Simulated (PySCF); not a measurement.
C5H4F2O, SMILES C=C=C1CC(F)(F)O1. The structure is a stationary point at PBE-D3(BJ)/def2-SVP. The structure was generated by enumeration, and PubChem lists no compound with its InChIKey, so it may never have been made.

Q: Give the equilibrium geometry at PBE-D3(BJ)/def2-SVP (PySCF confirms it by a frequency run) as bond lengths and angles, and its point group. (Estimate from the structure and the level; the computed values follow.)

A: point group Cs.
Atoms: C1 C2 C3 C4 C5 F6 F7 O8 H9 H10 H11 H12. Bonds (Å): C1–C2 1.318, C1–H9 1.106, C1–H10 1.106, C2–C3 1.314, C3–C4 1.516, C3–O8 1.418, C4–C5 1.537, C4–H11 1.106, C4–H12 1.106, C5–F6 1.350, C5–F7 1.350, C5–O8 1.415. Bond angles (°): C2–C1–H9 121.8, C2–C1–H10 121.8, H9–C1–H10 116.5, C1–C2–C3 178.3, C2–C3–C4 138.1, C2–C3–O8 128.2, C4–C3–O8 93.7, C3–C4–C5 82.6, C3–C4–H11 116.0, C3–C4–H12 116.0, C5–C4–H11 114.3, C5–C4–H12 114.3, H11–C4–H12 111.0, C4–C5–F6 116.7, C4–C5–F7 116.7, C4–C5–O8 92.9, F6–C5–F7 107.1, F6–C5–O8 111.3, F7–C5–O8 111.3, C3–O8–C5 90.7.
